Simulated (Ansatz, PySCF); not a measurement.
Sn(F)(OH)3 (FH3O3Sn), SMILES [OH][Sn]([OH])([OH])[F]. Atoms are numbered in the order given.

```xyz
8

O     -1.2420     0.8600    -1.2689
Sn     0.0277     0.0331    -0.0333
O      0.8997     1.3835     1.0797
O      1.3517    -1.0316    -1.0008
F     -0.9599    -1.1533     1.1296
H     -1.7207     0.1982    -1.7841
H      0.2589     1.8859     1.5988
H      1.9627    -1.4744    -0.3983
```

Geometry optimised at PBE0-D3(BJ)/def2-SVP. The structure was generated by enumeration; whether it is a known compound was not checked. The def2 effective core potentials stand for the cores of Sn; spin–orbit coupling is left out. Other conformers were not sampled.

Two levels are set side by side: PBE-D3(BJ)/def2-SVP (Ansatz, an electronic-structure program) and PBE0-D3(BJ)/def2-SVP (Ansatz). Each level has its own optimised geometry; the coordinates shown are those of the second. Frequencies come from the Hessian of PySCF at each geometry. Differences are taken from unrounded values.

```json
[
 {"quantity": "mean bond length (Å)", "PBE0-D3(BJ)": "1.528", "PBE-D3(BJ)": "1.551", "PBE-D3(BJ) minus PBE0-D3(BJ)": "0.023"},
 {"quantity": "bond O1–Sn2 (Å)", "PBE0-D3(BJ)": "1.955", "PBE-D3(BJ)": "1.987", "PBE-D3(BJ) minus PBE0-D3(BJ)": "0.032"},
 {"quantity": "bond Sn2–O3 (Å)", "PBE0-D3(BJ)": "1.955", "PBE-D3(BJ)": "1.987", "PBE-D3(BJ) minus PBE0-D3(BJ)": "0.032"},
 {"quantity": "bond Sn2–O4 (Å)", "PBE0-D3(BJ)": "1.955", "PBE-D3(BJ)": "1.987", "PBE-D3(BJ) minus PBE0-D3(BJ)": "0.032"},
 {"quantity": "bond Sn2–F5 (Å)", "PBE0-D3(BJ)": "1.933", "PBE-D3(BJ)": "1.959", "PBE-D3(BJ) minus PBE0-D3(BJ)": "0.027"},
 {"quantity": "bond O1–H6 (Å)", "PBE0-D3(BJ)": "0.966", "PBE-D3(BJ)": "0.979", "PBE-D3(BJ) minus PBE0-D3(BJ)": "0.013"},
 {"quantity": "bond O3–H7 (Å)", "PBE0-D3(BJ)": "0.966", "PBE-D3(BJ)": "0.979", "PBE-D3(BJ) minus PBE0-D3(BJ)": "0.013"},
 {"quantity": "bond O4–H8 (Å)", "PBE0-D3(BJ)": "0.966", "PBE-D3(BJ)": "0.979", "PBE-D3(BJ) minus PBE0-D3(BJ)": "0.013"},
 {"quantity": "highest harmonic wavenumber (cm⁻¹)", "PBE0-D3(BJ)": "3883", "PBE-D3(BJ)": "3694", "PBE-D3(BJ) minus PBE0-D3(BJ)": "-189"},
 {"quantity": "mean harmonic wavenumber (cm⁻¹)", "PBE0-D3(BJ)": "1000", "PBE-D3(BJ)": "957", "PBE-D3(BJ) minus PBE0-D3(BJ)": "-43"},
 {"quantity": "zero-point energy (kcal/mol)", "PBE0-D3(BJ)": "25.73", "PBE-D3(BJ)": "24.63", "PBE-D3(BJ) minus PBE0-D3(BJ)": "-1.10"}
]
```

Exact exchange shortens and stiffens bonds; PBE has none. Differences between two approximate levels are no errors against the true value.
